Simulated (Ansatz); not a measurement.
Calculated with Ansatz (gas phase, PBE0-D4/def2-TZVP geometries, no zero-point term in ΔE). CBS: MP2 limit from def2 TZ/QZ plus the TZ coupled-cluster correction, frozen cores. This one scheme is used for every species. Functionals use def2-TZVPP. One conformer a species, not always the lowest.

Reaction (cleavage of the Si–B bond): `B[SiH2]N=C` + `O[SiH3]` → `C=N[SiH2]O[SiH3]` + BH₃

(1) Is it downhill or uphill in electronic energy at CCSD(T)/CBS, and by how much? (Estimate.)

(2) What do these levels give: r2SCAN-D4, BHLYP-D4, PBE, r2SCANh, r2SCAN0, CCSD(T)/def2-SVP, MP2/def2-TZVPP, CCSD/def2-TZVPP, HF/def2-QZVPP, MP2/def2-QZVPP, HF/CBS(def2), MP2/CBS(def2)? (An estimate is asked.)

Largest T1 diagnostic among the species: 0.013.

Results:

(1) Ansatz gave: Downhill: ΔE = -1.48 eV.

(2) The calculation gave: r2SCAN-D4 -1.41, BHLYP-D4 -1.62, PBE -1.17, r2SCANh -1.42, r2SCAN0 -1.44, CCSD(T)/def2-SVP -1.41, MP2/def2-TZVPP -1.56, CCSD/def2-TZVPP -1.50, HF/def2-QZVPP -1.73, MP2/def2-QZVPP -1.57, HF/CBS(def2) -1.73, MP2/CBS(def2) -1.56 eV.

From PBE to PBE0 (25 % exact exchange), in def2-TZVPP and without D4, ΔE moves by −0.11 eV. The D4 term adds −0.06 eV with B3LYP and −0.04 eV with PBE0; it sums over pairs of atoms, weighted by their polarisabilities, and B3LYP, whose exchange is more repulsive, gets the larger term. In def2-TZVPP, CCSD(T) changes the Hartree–Fock value by +0.23 eV (the triples alone add +0.03 eV) and MP2 by +0.15 eV.

B3LYP here is the variant with VWN-RPA as its local correlation; programs differ in this.
